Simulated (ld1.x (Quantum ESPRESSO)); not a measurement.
# Reading a pseudo-wave (V)

Columns: radius, all-electron u(r) and pseudo u(r) of the 4s shell (level -3.91 eV) of vanadium in the configuration [Ar] 3d4 4s1 4p0; PW91, scalar-relativistic, RRKJ scheme, ld1.x (Quantum ESPRESSO) 7.5.

| r (bohr) | all-electron | pseudo |
| --- | --- | --- |
| 0.135 | -0.0932 | -0.0199 |
| 0.270 | -0.1162 | -0.0397 |
| 0.405 | 0.0456 | -0.0594 |
| 0.540 | 0.1853 | -0.0791 |
| 0.675 | 0.2434 | -0.0989 |
| 0.810 | 0.2279 | -0.1192 |
| 0.945 | 0.1639 | -0.1407 |
| 1.080 | 0.0748 | -0.1648 |
| 1.215 | -0.0229 | -0.1927 |
| 1.350 | -0.1192 | -0.2261 |
| 1.485 | -0.2082 | -0.2661 |
| 1.620 | -0.2873 | -0.3125 |
| 1.755 | -0.3554 | -0.3631 |
| 1.890 | -0.4126 | -0.4138 |
| 2.025 | -0.4594 | -0.4594 |
| 2.160 | -0.4967 | -0.4967 |
| 2.295 | -0.5255 | -0.5255 |
| 2.430 | -0.5468 | -0.5468 |
| 2.565 | -0.5615 | -0.5615 |
| 2.700 | -0.5703 | -0.5703 |
| 2.835 | -0.5742 | -0.5742 |
| 2.970 | -0.5737 | -0.5737 |
| 3.105 | -0.5695 | -0.5695 |
| 3.240 | -0.5621 | -0.5621 |
| 3.375 | -0.5521 | -0.5521 |
| 3.510 | -0.5398 | -0.5398 |

Problem. How many radial nodes do the two functions have?

Solution. The all-electron 4s function has n − l − 1 = 3 (the table is too coarse to show those close to the nucleus); the pseudo-wave has 0, since the states of the same l below it are removed with the core.

Problem. At about which radius was the pseudo-wave matched?

Solution. 2.15 bohr, where the columns begin to agree (steps of 0.14 bohr).

Problem. Where does each function peak?

Solution. Outermost all-electron maximum near 2.83 bohr, pseudo maximum near 2.83 bohr (to the table’s step).

Problem. Is the pseudo-wave norm-conserving?

Solution. Yes: the RRKJ scheme keeps the norm inside the radius equal to the all-electron one, which fixes the energy derivative of the logarithmic derivative at the level.
